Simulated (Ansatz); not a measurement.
A run for Ansatz (an electronic-structure program): R-wB97M-V/def2-TZVPP on GeH4SSi (SMILES [SiH3][Ge][SH]), a point of a torsion scan.

Ansatz 0.2 input:
```yaml
crystal:
  periodic: [false, false, false]
  atoms:
    - {symbol: Si, position_ang: [1.00909100, -0.08420180, 0.00509204]}
    - {symbol: Ge, position_ang: [-0.56537116, 1.78502784, -0.04848694]}
    - {symbol: S, position_ang: [-2.46589152, 0.52705756, -0.02304120]}
    - {symbol: H, position_ang: [0.67385547, -1.31866934, -0.71228948]}
    - {symbol: H, position_ang: [2.35761497, 0.30511204, -0.43693149]}
    - {symbol: H, position_ang: [1.15697290, -0.45852108, 1.42398045]}
    - {symbol: H, position_ang: [-2.90629799, 1.07802809, 1.10170991]}
basis:
  gaussian:
    orbitals: def2-TZVPP
hamiltonian:
  xc: {name: wB97M-V}
scf: {lower_state_search: off}
```

Output:

```
WARN ansatz: RAYON_NUM_THREADS=1 ignored (pool sized by the plan → 1); use --threads N
Functional definition: wB97M-V
these checks for a lower state are left out or cut short: stability, starts, cluster_reference, orbital_swaps, neighbouring_geometries, increment
integrals: 0.16 GiB planned
1204 factors; their error is unknown
integrals: 0.20 GiB planned
242 factors; integrals over basis functions are off by at most 1.7e-5 eV
mean field: 1.25 GiB planned
mean field evaluation 1: about -75290.6384 eV, gradient 2.1e1 eV
mean field evaluation 2: about -75291.2904 eV, gradient 2.0e1 eV
mean field evaluation 4: about -75291.9623 eV, gradient 1.1e0 eV
mean field evaluation 8: about -75291.9744 eV, gradient 6.3e-2 eV
mean field evaluation 16: about -75292.1397 eV, gradient 2.1e-4 eV
mean field -75292.13966253 eV, -2766.9350977526 hartree, gradient 3.7e-6 eV, S^2 0.000000; 0 other end points of the search recorded, 0 dependent functions left out
reference -75292.13971018 eV, -2766.9350995039 hartree; 33, 33 occupied and 155, 155 virtual orbitals, 1204 factors
Total energy: -75292.13971018 eV, -2766.9350995039 hartree
Checks for a lower state left out: stability, starts, cluster_reference, orbital_swaps, neighbouring_geometries, increment
```

The run converged.

Cost: about 7 core-seconds (a rough figure).
